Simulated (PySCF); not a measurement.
Species: C₅H₁₅NSi₂.
Atom-mapped SMILES: `[CH3:1][NH:2][Si@@H:3]1[CH2:4][CH2:5][C@H:6]([CH3:7])[SiH2:8]1` (hydrogens: H9, H10, H11 on C1; H12 on N2; H13 on Si3; H14, H15 on C4; H16, H17 on C5; H18 on C6; H19, H20, H21 on C7; H22, H23 on Si8)

Cartesian coordinates in Å at the PBE0-D3(BJ)/def2-SVP level; atoms count from 1:
```xyz
23
C5H15NSi2 angstrom
C     -2.7362    0.0147    0.6232
N     -1.7756    0.6529   -0.2426
Si    -0.4577    1.6545    0.2935
C      0.8606    1.6923   -1.0730
C      1.7386    0.4432   -0.9249
C      2.3423    0.3153    0.4839
C      3.2397   -0.9061    0.6379
Si     0.9024    0.4233    1.7476
H     -3.5875    0.6600    0.9176
H     -3.1557   -0.8924    0.1556
H     -2.2418   -0.3092    1.5537
H     -2.1343    0.8348   -1.1749
H     -0.8414    3.0464    0.7185
H      1.4712    2.6056   -0.9525
H      0.4066    1.7504   -2.0765
H      1.1275   -0.4543   -1.1387
H      2.5507    0.4436   -1.6748
H      2.9446    1.2269    0.6669
H      4.0573   -0.8995   -0.1038
H      2.6705   -1.8385    0.4910
H      3.6997   -0.9559    1.6373
H      0.3560   -0.9430    2.0392
H      1.3324    1.0387    3.0430
```

Level: PBE0/pcSseg-1 in PySCF, non-relativistic, on one gas-phase PBE0-D3(BJ)/def2-SVP geometry that isn't relaxed in the solvent. The solvent is an IEF-PCM continuum (cavity from Bondi-type radii × 1.2). Only the electrostatic response of the medium enters.

Gas phase at PBE0/pcSseg-1: HOMO -6.51 eV, LUMO 0.37 eV, dipole 1.18 D.

Problem. What does the continuum do to the energy, the frontier levels and the dipole at PBE0/pcSseg-1 in chloroform?

Solution. 
| solvent | ε | E(solvent) − E(gas) (kJ/mol) | polarisation term (kJ/mol) | distortion of the solute (kJ/mol) | HOMO (eV) | LUMO (eV) | dipole (D) |
| --- | --- | --- | --- | --- | --- | --- | --- |
| chloroform | 4.711 | -7.02 | -7.47 | 0.45 | -6.44 | 0.44 | 1.40 |

The first energy column is the sum of the next two and covers electrostatics alone.

Problem. Which radius a makes the point-dipole formula ΔE = −[(ε − 1)/(2ε + 1)]·μ²/a³ give the value in chloroform, with the gas-phase dipole?

Solution. μ = 0.465 au and |ΔE| = 0.00267 Eh give a = 1.62 Å; the farthest nucleus lies 4.20 Å from the centroid of the nuclei, so such a sphere wouldn't even hold the nuclei. The formula assumes a rigid point dipole at the centre of a sphere.

Problem. Give the dipole vector in the frame of the coordinates (D, pointing from negative to positive charge), gas and chloroform.

Solution. Gas (-0.59, -0.07, -1.02), solvent (-0.65, -0.03, -1.24). Its length changes by +19 % and its direction by 3°.

Problem. Which Hirshfeld charges (PBE0/pcSseg-1) respond most in chloroform (means over atoms taken as equivalent)?

Solution. 
| atoms | environment | gas (e) | solvent (e) | change |
| --- | --- | --- | --- | --- |
| H12 | N–H hydrogen | +0.113 | +0.119 | +0.006 |
| H13 | Si–H hydrogen | -0.100 | -0.105 | -0.005 |
| H23 | Si–H hydrogen | -0.082 | -0.086 | -0.004 |
| H15 | methylene hydrogen | +0.037 | +0.040 | +0.003 |
| H22 | Si–H hydrogen | -0.079 | -0.082 | -0.003 |
| H18 | methine hydrogen | +0.032 | +0.034 | +0.002 |
| N2 | silicon-bound nitrogen | -0.242 | -0.244 | -0.002 |
| H14 | methylene hydrogen | +0.035 | +0.037 | +0.002 |

Problem. Which Mayer bond orders change most in chloroform?

Solution. 
| bond | length (Å) | gas | solvent | change |
| --- | --- | --- | --- | --- |
| N2–Si3 | 1.740 | 0.960 | 0.973 | +0.013 |
| N2–H12 | 1.015 | 0.932 | 0.926 | -0.006 |
| Si3–H13 | 1.505 | 0.876 | 0.870 | -0.006 |
| C6–Si8 | 1.919 | 0.880 | 0.884 | +0.004 |
| C1–N2 | 1.442 | 0.982 | 0.979 | -0.003 |
| Si3–C4 | 1.899 | 0.898 | 0.901 | +0.003 |
| Si8–Si3 | 2.341 | 0.925 | 0.928 | +0.003 |
| C4–H14 | 1.105 | 0.942 | 0.940 | -0.002 |

Problem. How do the nuclear quadrupole coupling constants eQVzz/h respond in chloroform?

Solution. 
```csv
nucleus,Q (barn),gas (MHz),solvent (MHz),η gas,η solvent
14N at N2,0.02044,-5.21,-5.08,0.34,0.34
```
